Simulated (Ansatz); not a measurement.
Harmonic frequencies (cm⁻¹) at PBE0-D4/def2-TZVP from Ansatz: 169, 236, 325, 439, 491, 498, 734, 770, 803, 901, 1039, 1091, 1111, 1158, 1192, 1230, 1365, 1411, 1472, 1473, 1549, 1748, 3061, 3102, 3142, 3154, 3829.

Each molecule was computed in one conformer, which needn't be the lowest.

Task: Which molecule is it?
A. `CC1N=C(O)O1`
B. `C/C=N/C(=O)O`
C. `C=C(O)C(=N)O`
D. `[CH3][AlH][Zn][CH3]`

Result: A.
